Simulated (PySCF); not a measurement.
## Finite-field polarisability of I (iodine, neutral)

[Kr] 4d10 5s2 5p5, 2P determinant. All numbers are calculated (PySCF 2.14, the spin-free X2C one-electron Hamiltonian (Gaussian nucleus), in aug-cc-pwCVTZ-DK3 (10s9p7d4f1g, 109 functions)). Frozen: [Kr] 4d10. Energy changes in a uniform field (μhartree):

```tsv
axis	F (au)	HF	MP2	CCSD	CCSD(T)
x	0.0026	-99.168	-101.248	-101.061	-101.479
x	0.0052	-396.750	-405.085	-404.336	-406.014
y	0.0025	-102.868	-105.484	-105.111	-105.759
y	0.005	-411.637	-422.120	-420.629	-423.228
```

By symmetry the remaining axis equals y.

Task: Derive α along x at CCSD(T) from the two fields.

Result: With ΔE = −αF²/2 − γF⁴/24, α = −(16 ΔE(F) − ΔE(2F))/(6F²) = 30.02 bohr³.

Task: And the mean polarisability at each level?

Result: The components xx, yy, zz at CCSD(T) are 30.02, 33.84, 33.84, the third axis being equal by symmetry to one of the two computed. Means: HF 31.72, MP2 32.48, CCSD 32.39, CCSD(T) 32.57 bohr³. Reference: 32.9 ± 1.3 bohr³ (recommended; Schwerdtfeger and Nagle, table of static dipole polarizabilities (2023 update)).
